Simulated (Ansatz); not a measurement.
Ansatz (a quantum-chemistry and plane-wave program) input (B3LYP-D3(BJ)/def2-TZVP):

Ansatz 0.2 input:
```yaml
crystal:
  periodic: [false, false, false]
  atoms:
    - {symbol: C, position_ang: [0.66088128, -0.09560840, -0.04234267]}
    - {symbol: C, position_ang: [-0.57367860, 0.07083611, 0.04938395]}
    - {symbol: O, position_ang: [-1.73790412, 0.23125397, 0.12815601]}
    - {symbol: H, position_ang: [1.69570991, -0.24095840, -0.10505870]}
basis:
  gaussian:
    orbitals: def2-TZVP
hamiltonian:
  xc: b3lyp
  dispersion: d3bj
magnetization: {spin_polarized: true, initial_magnetization: 1}
relax: {f_tol: 0.002, max_steps: 150}
```

End of the output:

```
reference -4135.91731990 eV, -151.9921580808 hartree; 11, 10 occupied and 88, 89 virtual orbitals, 555 factors
relax step  19: F+E_penalty+E_count = -4135.99355348 eV  Δ(F+E_penalty+E_count) = -2.005e-8 eV  max|allowed force component| = 7.585e-4 eV/Å  Δτ_max = 0.0000 Å  (36 SCF iters, accepted)
integrals: 0.02 GiB planned
555 factors; their error is unknown
mean field: 0.27 GiB planned
mean field evaluation 352: about -4132.3573 eV, gradient 3.1e1 eV
mean field -4135.91713105 eV, -151.9921511409 hartree, gradient 1.2e-5 eV, S^2 0.757773; 3 other end points of the search recorded, 0 dependent functions left out
the calculation of the forces begins
reference -4135.91731990 eV, -151.9921580808 hartree; 11, 10 occupied and 88, 89 virtual orbitals, 555 factors
Total energy: -4135.99374232 eV, -151.9949665532 hartree
Atom 0 at     0.682734     0.015742    -0.323496 Å, force     0.000758    -0.000257     0.000336 eV/Å
Atom 1 at    -0.549633     0.068128     0.046576 Å, force    -0.000199     0.000045    -0.000065 eV/Å
Atom 2 at    -1.702274     0.190551     0.213117 Å, force     0.000138    -0.000030     0.000036 eV/Å
Atom 3 at     1.614181    -0.308897     0.093941 Å, force    -0.000697     0.000242    -0.000307 eV/Å
Dipole moment:     0.296810    -0.113429     0.157431 e Å
```

It need not be the lowest isomer of its formula.
